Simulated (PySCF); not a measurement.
C4H5F3OSi.
SMILES with atom numbers: `[F:1][C:2]([F:3])=[C:4]([F:5])/[CH:6]=[CH:7]\[O:8][SiH3:9]` (hydrogens: H10 on C6; H11 on C7; H12, H13, H14 on Si9)

The same species was optimised twice, with GFN2-xTB and with PBE0-D3(BJ)/def2-SVP (PySCF), and the same property calculations (PySCF, gas phase) were run on both structures.

```json
{"coordinate": "O8–Si9 (Å)", "GFN2-xTB": "1.637", "PBE0-D3(BJ)/def2-SVP": "1.682", "change": "+0.045"}
{"coordinate": "F1–C2 (Å)", "GFN2-xTB": "1.326", "PBE0-D3(BJ)/def2-SVP": "1.307", "change": "-0.019"}
{"coordinate": "C2–F3 (Å)", "GFN2-xTB": "1.331", "PBE0-D3(BJ)/def2-SVP": "1.313", "change": "-0.018"}
{"coordinate": "C7–O8 (Å)", "GFN2-xTB": "1.324", "PBE0-D3(BJ)/def2-SVP": "1.342", "change": "+0.018"}
{"coordinate": "C4–F5 (Å)", "GFN2-xTB": "1.345", "PBE0-D3(BJ)/def2-SVP": "1.332", "change": "-0.013"}
{"coordinate": "C2=C4 (Å)", "GFN2-xTB": "1.338", "PBE0-D3(BJ)/def2-SVP": "1.343", "change": "+0.005"}
{"coordinate": "C6=C7 (Å)", "GFN2-xTB": "1.342", "PBE0-D3(BJ)/def2-SVP": "1.345", "change": "+0.003"}
{"coordinate": "C4–C6 (Å)", "GFN2-xTB": "1.443", "PBE0-D3(BJ)/def2-SVP": "1.443", "change": "0.000"}
{"coordinate": "C7–O8–Si9 (°)", "GFN2-xTB": "134.1", "PBE0-D3(BJ)/def2-SVP": "126.4", "change": "-7.7"}
{"coordinate": "C4–C6–C7 (°)", "GFN2-xTB": "125.5", "PBE0-D3(BJ)/def2-SVP": "127.2", "change": "+1.7"}
{"coordinate": "F1–C2–F3 (°)", "GFN2-xTB": "110.7", "PBE0-D3(BJ)/def2-SVP": "112.3", "change": "+1.6"}
{"coordinate": "F1–C2–C4 (°)", "GFN2-xTB": "126.0", "PBE0-D3(BJ)/def2-SVP": "124.5", "change": "-1.5"}
{"coordinate": "F5–C4–C6 (°)", "GFN2-xTB": "118.8", "PBE0-D3(BJ)/def2-SVP": "119.3", "change": "+0.5"}
{"coordinate": "C2–C4–C6 (°)", "GFN2-xTB": "123.9", "PBE0-D3(BJ)/def2-SVP": "123.6", "change": "-0.3"}
{"coordinate": "C6–C7–O8 (°)", "GFN2-xTB": "124.1", "PBE0-D3(BJ)/def2-SVP": "124.3", "change": "+0.2"}
{"coordinate": "C2–C4–F5 (°)", "GFN2-xTB": "117.2", "PBE0-D3(BJ)/def2-SVP": "117.1", "change": "-0.1"}
{"coordinate": "C2–C4–C6–C7 (°)", "GFN2-xTB": "180", "PBE0-D3(BJ)/def2-SVP": "-179", "change": "+1"}
{"coordinate": "C6–C7–O8–Si9 (°)", "GFN2-xTB": "180", "PBE0-D3(BJ)/def2-SVP": "180", "change": "0"}
```

Rotational constants: A = 4125, B = 547.8, C = 486.3 MHz (GFN2-xTB) against A = 4241, B = 531.1, C = 474.7 MHz (PBE0-D3(BJ)/def2-SVP). Atoms that the bonding makes alike are paired by their places after alignment.

On the GFN2-xTB structure: HOMO (eV) -6.25 [PBE0/pcSseg-1]; LUMO (eV) -0.68 [PBE0/pcSseg-1]; dipole (D) 3.18 [PBE0/pcSseg-1]; GIAO shielding of F1 (ppm) 281.9 [PBE0/pcSseg-1]; GIAO shielding of C2 (ppm) 20.1 [PBE0/pcSseg-1]; GIAO shielding of F3 (ppm) 295.5 [PBE0/pcSseg-1]; GIAO shielding of C4 (ppm) 48.4 [PBE0/pcSseg-1]; GIAO shielding of F5 (ppm) 368.9 [PBE0/pcSseg-1]; GIAO shielding of C6 (ppm) 84.1 [PBE0/pcSseg-1]; GIAO shielding of C7 (ppm) 40.0 [PBE0/pcSseg-1]; GIAO shielding of O8 (ppm) 235.9 [PBE0/pcSseg-1].

Task: What do these properties become on the PBE0-D3(BJ)/def2-SVP structure?

Result: 
| property | level | on GFN2-xTB | on PBE0-D3(BJ)/def2-SVP | change |
| --- | --- | --- | --- | --- |
| HOMO (eV) | PBE0/pcSseg-1 | -6.25 | -6.19 | +0.06 |
| LUMO (eV) | PBE0/pcSseg-1 | -0.68 | -0.66 | +0.02 |
| dipole (D) | PBE0/pcSseg-1 | 3.18 | 2.95 | -0.23 |
| energy, GFN2-xTB geometry as zero (kcal/mol) | PBE0/pcSseg-1 | 0.0 | -2.8 | -2.8 |
| GIAO shielding of F1 (ppm) | PBE0/pcSseg-1 | 281.9 | 287.1 | +5.2 |
| GIAO shielding of C2 (ppm) | PBE0/pcSseg-1 | 20.1 | 23.3 | +3.2 |
| GIAO shielding of F3 (ppm) | PBE0/pcSseg-1 | 295.5 | 300.1 | +4.6 |
| GIAO shielding of C4 (ppm) | PBE0/pcSseg-1 | 48.4 | 50.3 | +1.9 |
| GIAO shielding of F5 (ppm) | PBE0/pcSseg-1 | 368.9 | 371.3 | +2.4 |
| GIAO shielding of C6 (ppm) | PBE0/pcSseg-1 | 84.1 | 82.9 | -1.2 |
| GIAO shielding of C7 (ppm) | PBE0/pcSseg-1 | 40.0 | 38.1 | -1.9 |
| GIAO shielding of O8 (ppm) | PBE0/pcSseg-1 | 235.9 | 231.9 | -4.0 |

The heavy atoms differ by 0.082 Å rms after alignment. Among bonds between heavy atoms O8–Si9 changes most (+0.045 Å). Changes are differences of the printed values. Neither structure is proved a minimum here.

Shape of the structure used: `[F:1][C:2]([F:3])=[C:4]([F:5])/[CH:6]=[CH:7]\[O:8][SiH3:9]`: C2–C4–C6–C7 -179°, C6–C7–O8–Si9 180°.
